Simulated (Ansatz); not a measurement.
```yaml
crystal:
  periodic: [false, false, false]
  atoms:
    - {symbol: C, position_ang: [-1.987814, 0.193462, 0.003856]}
    - {symbol: Se, position_ang: [-0.624713, 1.588005, 0.040504]}
    - {symbol: Se, position_ang: [1.023662, 0.540027, 1.270054]}
    - {symbol: C, position_ang: [1.964759, -0.425624, -0.139199]}
    - {symbol: H, position_ang: [-2.268715, -0.073353, 1.019941]}
    - {symbol: H, position_ang: [-1.624805, -0.676985, -0.538309]}
    - {symbol: H, position_ang: [-2.845474, 0.619623, -0.519442]}
    - {symbol: H, position_ang: [1.312619, -1.171964, -0.587624]}
    - {symbol: H, position_ang: [2.810217, -0.919768, 0.342525]}
    - {symbol: H, position_ang: [2.323365, 0.275278, -0.889307]}
basis:
  gaussian: {orbitals: cc-pVTZ}
total_charge: -1
magnetization: {spin_polarized: true, initial_magnetization: 1}
hamiltonian: {xc: {name: CCSD(T)}}
scf: {lower_state_search: light}
output: {forces: true}
```

```sh
$ ansatz run in.yaml --threads 4 --pin off --events-out ev --progress --plain --max-ram 10444MiB
```

It prints (some lines left out):

```
Error: YAML parse error: error: line 18 column 19: hamiltonian.xc: no functional is named "CCSD(T)"; the names, which are not case-sensitive, are SVWN5, SPW92, PBE, PBE0, PBEsol, revPBE, revPBE0, RPBE, rPW86-PBE, HSE06, wPBEh, LC-wPBE, HISS, HF, BLYP, B3LYP, B3LYP5, BHLYP, CAM-B3LYP, r2SCAN, r2SCANh, r2SCAN0, r2SCAN50, m-r2SCAN, B97, wB97, wB97X, wB97X-V, B97M-V, wB97M-V, B2PLYP, B2GP-PLYP, PBE0-DH, PBE-QIDH
16 | total_charge: -1
17 | magnetization: {spin_polarized: true, initial_magnetization: 1}
18 | hamiltonian: {xc: {name: CCSD(T)}}
19 | scf: {lower_state_search: light}
20 | output: {forces: true}
```

**Question.** Something in this input is off. What?

**Answer.** The method's name isn't one that the program takes here. The program refused the input.

HSE06 is defined as in plane-wave codes.
